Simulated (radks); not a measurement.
Q: Radial electron density D(r) = 4 pi r^2 rho(r) of an atom or ion with 38 electrons. All-electron calculation, scalar-relativistic Kohn-Sham, BLYP, spin-polarised, spherical densities, point nucleus. Program: a radial shooting solver on a logarithmic mesh with Libxc functionals.

| r (bohr) | D(r) (e/bohr) | spin D(r) |
|---|---|---|
| 0.002429 | 2.887 | -0.0000173 |
| 0.002827 | 3.751 | -0.0000225 |
| 0.003292 | 4.849 | -0.0000289 |
| 0.003832 | 6.232 | -0.0000370 |
| 0.004461 | 7.955 | -0.0000468 |
| 0.005193 | 10.08 | -0.0000587 |
| 0.006046 | 12.65 | -0.0000727 |
| 0.007095 | 15.88 | -0.0000895 |
| 0.00826 | 19.47 | -0.000107 |
| 0.009615 | 23.53 | -0.000124 |
| 0.01119 | 27.97 | -0.000139 |
| 0.01303 | 32.61 | -0.000147 |
| 0.01517 | 37.20 | -0.000145 |
| 0.01766 | 41.38 | -0.000122 |
| 0.02056 | 44.74 | -0.0000700 |
| 0.02394 | 46.90 | 0.0000248 |
| 0.02786 | 47.55 | 0.000176 |
| 0.03244 | 46.67 | 0.000399 |
| 0.03776 | 44.56 | 0.000702 |
| 0.04396 | 41.99 | 0.00109 |
| 0.05118 | 40.02 | 0.00156 |
| 0.05958 | 39.80 | 0.00210 |
| 0.06936 | 42.03 | 0.00270 |
| 0.08075 | 46.58 | 0.00338 |
| 0.09401 | 52.13 | 0.00425 |
| 0.1094 | 56.49 | 0.00555 |
| 0.1274 | 57.42 | 0.00767 |
| 0.1483 | 53.83 | 0.0111 |
| 0.1741 | 46.25 | 0.0168 |
| 0.2026 | 38.57 | 0.0241 |
| 0.2359 | 33.93 | 0.0323 |
| 0.2746 | 34.06 | 0.0396 |
| 0.3197 | 37.68 | 0.0428 |
| 0.3722 | 41.08 | 0.0393 |
| 0.4333 | 40.58 | 0.0286 |
| 0.5044 | 35.01 | 0.0137 |
| 0.5872 | 26.21 | 0.00143 |
| 0.6836 | 17.47 | 0.0000789 |
| 0.7958 | 11.37 | 0.0163 |
| 0.9265 | 8.492 | 0.0521 |
| 1.079 | 7.710 | 0.104 |
| 1.256 | 7.400 | 0.160 |
| 1.462 | 6.531 | 0.210 |
| 1.702 | 5.015 | 0.245 |
| 1.981 | 3.323 | 0.267 |
| 2.306 | 1.935 | 0.282 |
| 2.685 | 1.050 | 0.300 |
| 3.126 | 0.6041 | 0.321 |
| 3.639 | 0.4269 | 0.340 |
| 4.27 | 0.3629 | 0.344 |
| 4.971 | 0.3215 | 0.318 |
| 5.787 | 0.2625 | 0.262 |
| 6.737 | 0.1878 | 0.188 |
| 7.843 | 0.1148 | 0.115 |
| 9.13 | 0.05897 | 0.0590 |
| 10.63 | 0.02504 | 0.0250 |
| 12.37 | 0.008632 | 0.00863 |
| 14.41 | 0.002360 | 0.00236 |
| 16.77 | 0.0004969 | 0.000497 |

What is the nuclear charge?

A: Z = 38. The innermost maximum, from 1s, lies near gamma/Z bohr with gamma = sqrt(1 - (Z/c)^2) = 0.961, here 0.0253 bohr (found: 0.0274), and its height grows with Z. The density is that of neutral strontium in [Kr] 4d1 5p1; the configuration itself is not fixed sharply by these data, and Z only to a few units. D(r) has 3 maxima, at r = 0.0274, 0.122, 0.397 bohr, and minima at 0.0563, 0.254 bohr, inside which lie 2.06, 11.06 electrons.
